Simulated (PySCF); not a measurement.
Stepwise substitution at one centre (Ga CH3-OH). Gas-phase values, no solvent. One relaxed conformer stands for each flexible species; it need not be the lowest. Strings in code marks are SMILES.

The S1 excitation (TDA) from two functionals at the same geometries (M06-2X/def2-TZVP), both in PySCF: PBE-D3(BJ)/def2-TZVP and B3LYP-D3(BJ)/def2-TZVP. B3LYP has the VWN-RPA correlation part, as in Gaussian. Excitations are Tamm–Dancoff values on a coarser integration grid. The basis has no diffuse functions, so Rydberg states are missing or too high.

```json
[
 {"species": "0 of 3 CH3 replaced by OH", "PBE-D3(BJ)/def2-TZVP (eV)": "4.94", "B3LYP-D3(BJ)/def2-TZVP (eV)": "5.18"},
 {"species": "1 of 3 CH3 replaced by OH (`[CH3][Ga]([CH3])[OH]` (C–Ga–O–H torsion 180°))", "PBE-D3(BJ)/def2-TZVP (eV)": "5.46", "B3LYP-D3(BJ)/def2-TZVP (eV)": "5.73"},
 {"species": "2 of 3 CH3 replaced by OH", "PBE-D3(BJ)/def2-TZVP (eV)": "5.77", "B3LYP-D3(BJ)/def2-TZVP (eV)": "6.41"},
 {"species": "3 of 3 CH3 replaced by OH", "PBE-D3(BJ)/def2-TZVP (eV)": "5.45", "B3LYP-D3(BJ)/def2-TZVP (eV)": "6.07"}
]
```

Over these rows, drawn at random from the members with no instability flagged (it was tested for open shells, ions and some series alone), PBE minus B3LYP-D3(BJ): mean -0.44 eV, from -0.64 eV to -0.24 eV.
